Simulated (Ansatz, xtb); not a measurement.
Molecule: C₃H₆F, charge 0, multiplicity 2. It need not be the lowest isomer of its formula. SMILES: [CH2]CCF
Geometry from a B3LYP-D3(BJ)/def2-TZVP (Ansatz, a quantum-chemistry and plane-wave program) optimisation:
```
C
H 1 1.0955
H 1 1.1019 2 105.58
C 1 1.4845 2 110.78 3 -119.84
H 4 1.0805 1 120.77 2 33.17
H 4 1.0807 5 118.38 1 -170.75
C 1 1.5172 2 108.04 3 114.90
H 7 1.0921 1 111.28 2 -56.14
H 7 1.0922 8 109.57 1 -123.69
F 7 1.3990 8 107.25 9 -115.98
```
Charge 0, spin multiplicity 2.

Harmonic wavenumbers from GFN2-xTB (xtb, at its own minimum), cm⁻¹: -16, 116, 303, 433, 465, 838, 887, 914, 1037, 1106, 1147, 1153, 1227, 1313, 1332, 1397, 1429, 1446, 2818, 2940, 2947, 2958, 3145, 3189.

Give the harmonic wavenumbers at B3LYP-D3(BJ)/def2-TZVP (Ansatz, finite differences of forces, unscaled).

135, 157, 301, 462, 532, 765, 898, 974, 1044, 1085, 1126, 1227, 1289, 1373, 1411, 1449, 1467, 1511, 2941, 3027, 3044, 3089, 3155, 3258 cm⁻¹. Zero-point energy 51.1 kcal/mol.

From these and the geometry, give the ideal-gas thermochemistry at 298.15 K and 1 atm (rigid rotor, harmonic oscillator).

Point group C1, rotational symmetry number 1. Rotational constants 15.64, 5.328, 4.432 GHz. S(trans) 38.25, S(rot) 24.28, S(vib) 9.03, S(elec, spin only) 1.38, S 72.9 cal/(mol K). H(298) - H(0) 3.94 kcal/mol; G - E(el) 33.3 kcal/mol.
